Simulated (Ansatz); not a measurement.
```xyz
3

Ti   -0.0424    0.0219   -0.3737
O    -0.0202    1.3567    0.5682
O    -0.0139   -1.3736    0.5339
```

Basis set: def2-TZVP (spherical functions). Left uncorrelated: 7 orbitals. Charge 0, multiplicity 1.

Computed with Ansatz (development build ahead of 0.2.0); each method stands on the lowest determinant of its kind that the runs found. Restricted open shells among the atoms or ions are ROHF, correlated in semicanonical orbitals with singles.

Question: Give the atomization energy at this shape (free ground-state atoms in the same class of orbitals less the molecule, no zero-point energy) of singlet TiO₂ by RHF-MP2, RHF.

Answer:

```tsv
method	atomization energy
RHF-MP2	1419.7 kJ/mol
RHF	405.6 kJ/mol
```

Caution: no unrestricted run beside it, a lower state can exist; other spin multiplicities were not run.
